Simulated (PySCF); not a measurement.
# Excitation energy of Mo by level of theory

Mo [Kr] 4d5 5s1 (7S) → Mo [Kr] 4d5 5p1 (7P), as a difference of total energies. Calculation: PySCF 2.14, in aug-cc-pwCVDZ-PP with ECP28MDF; scalar relativity through the core potential. Correlated levels: valence: 4s2 4p6 frozen. The calculations carry no spin-orbit coupling.

| method | excitation energy (cm⁻¹) |
| --- | --- |
| UHF | 23176 |
| MP2 (valence) | 25115 |
| SCS-MP2 (valence) | 23822 |
| CCSD (valence) | 25021 |
| CCSD(T) (valence) | 25040 |
